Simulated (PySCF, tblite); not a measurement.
Species: C₄H₄F₂OS.
Cartesian coordinates in Å at the GFN2-xTB level; atoms count from 1:
```
atom  x, y, z in Å
O1     1.086   -1.117    1.667
C2     0.726   -0.528    0.697
C3    -0.410   -0.903   -0.251
F4    -1.127   -1.965    0.222
C5    -1.293    0.333   -0.381
S6    -0.278    1.788    0.117
C7     1.249    0.831    0.242
F8     1.866    0.718   -0.980
H9     0.023   -1.208   -1.214
H10   -1.660    0.494   -1.392
H11   -2.132    0.259    0.311
H12    1.951    1.297    0.935
```

The calculation used CAM-B3LYP/def2-SVPD in PySCF (dipole) on a GFN2-xTB geometry, gas phase.

Take the most abundant isotopes and a rigid rotor. The values belong to one conformer with, in the numbering `[O:1]=[C:2]1[C@@H:3]([F:4])[CH2:5][S:6][C@@H:7]1[F:8]`, O1–C2–C3–F4 7°, C2–C3–C5–S6 21°, C3–C5–S6–C7 7°, C5–S6–C7–F8 85°.

(1) Give the principal moments of inertia and the rotational constants in MHz.

(2) Classify the top.

(3) What does the inertial defect say?

(4) List the rotational levels J(Ka,Kc) to J = 2 (MHz).

(5) Which types of transition are allowed, and where do some lines up to J = 4 fall?

(6) Estimate the classical rotational partition function at 100 K, 200 K and 500 K.

## Answers

(1) Ia = 214.64, Ib = 317.06, Ic = 410.73 u·Å²; 505379 MHz·u·Å²/I gives A = 2355, B = 1594, C = 1230 MHz.

(2) An asymmetric top. Ray's parameter κ = (2B − A − C)/(A − C) = -0.353; −1 is the prolate and +1 the oblate limit.

(3) Not planar: Δ = Ic − Ia − Ib = -120.97 u·Å². For a rigid frame Δ = −2 Σ m c², so Σ m c² = 60.49 u·Å² lies off the ab plane: 4.78 from hydrogen and 55.71 from heavier atoms. The atom farthest from that plane is 1.62 Å away.

(4) Above 0(0,0):
J = 1: 1(0,1) 2824, 1(1,1) 3585, 1(1,0) 3948
J = 2: 2(0,2) 8371, 2(1,2) 8870, 2(1,1) 9961, 2(2,1) 12242, 2(2,0) 12345
Those of J = 1 are B + C, A + C and A + B.

(5) The dipole components are |μa| = 1.41 D, |μb| = 1.90 D, |μc| = 0.91 D. The squared components, which scale the intensities, stand as 0.55 : 1.00 : 0.23 (a : b : c). Some lines, for components of 0.1 D or more:

```csv
type,branch,"J(Ka,Kc)",MHz,lower level (cm⁻¹)
c,Q,"4(2,3) ← 4(1,3)",1271,1.023
b,Q,"4(2,2) ← 4(1,3)",2477,1.023
b,Q,"2(2,1) ← 2(1,2)",3372,0.296
b,Q,"4(1,3) ← 4(0,4)",3625,0.902
b,Q,"3(3,1) ← 3(2,2)",4769,0.691
b,Q,"4(4,1) ← 4(3,2)",6460,1.232
c,R,"2(1,1) ← 1(0,1)",7136,0.094
b,R,"3(1,3) ← 2(0,2)",8370,0.279
a,R,"3(2,2) ← 2(2,1)",8473,0.408
a,R,"3(1,2) ← 2(1,1)",8942,0.332
a,R,"4(1,4) ← 3(1,3)",10410,0.558
a,R,"4(0,4) ← 3(0,3)",10557,0.550
b,R,"4(3,1) ← 3(2,2)",16352,0.691
```

(6) Point group C1, symmetry number σ = 1; q = (√π/σ)·√((kT/h)³/(ABC)), k/h = 20836.6 MHz/K: 78500 at 100 K, 222000 at 200 K, 877000 at 500 K.

Its GFN2-xTB frequencies are all real (lowest 46 cm⁻¹). Zero-point vibration and centrifugal distortion are left out.

Hardware: one thread of an Arm Neoverse V1 (shared host). Cost: 41 s wall. This is the CAM-B3LYP/def2-SVPD job that gave the dipole, with the excitations it also computed.
